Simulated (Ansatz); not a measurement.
Program: Ansatz. Geometries: PBE0-D4/def2-TZVP. ΔE: electronic, gas phase. CBS: MP2 limit from def2 TZ/QZ plus the TZ coupled-cluster correction, frozen cores. This one scheme is used for every species. DFT in def2-TZVPP. B3LYP here is the variant with VWN-RPA as its local correlation; programs differ in this. def2 core potentials past Kr. For Se, Sn outer-core shells are correlated without core-valence functions, which leaves a few kJ/mol of doubt a bond. Scalar relativity is left out up to krypton. Each species was taken in one conformer, which may not be the lowest.

Reaction (ligand exchange at the Sn–O bond): `C[O][SnH2][SH]` + H₂Se → `[SH][SnH2][SeH]` + CH₃OH

```csv
level,ΔE (kJ/mol),difference from CCSD(T)/CBS
PBE-D4,-66.4,-2.6
r2SCAN-D4,-62.9,0.9
PBE0-D4,-71.9,-8.1
B3LYP-D4,-63.1,0.7
ωB97X-V,-58.9,4.9
B2PLYP,-61.0,2.8
PBE,-66.5,-2.7
r2SCAN,-63.2,0.6
B3LYP,-62.9,0.9
HF/def2-TZVPP,-66.7,-2.9
MP2/def2-TZVPP,-63.3,0.5
SCS-MP2/def2-TZVPP,-58.9,4.9
CCSD/def2-TZVPP,-60.0,3.8
CCSD(T)/def2-TZVPP,-58.7,5.1
HF/def2-QZVPP,-65.2,-1.4
HF/CBS(def2),-64.9,-1.1
CCSD(T)/CBS,-63.8,0
```

Largest T1 diagnostic among the species: 0.013.

In def2-TZVPP, CCSD(T) changes the Hartree–Fock value by +8.0 kJ/mol (the triples alone add +1.3 kJ/mol) and MP2 by +3.4 kJ/mol. From PBE to PBE0 (25 % exact exchange), in def2-TZVPP and without D4, ΔE moves by −5.4 kJ/mol.
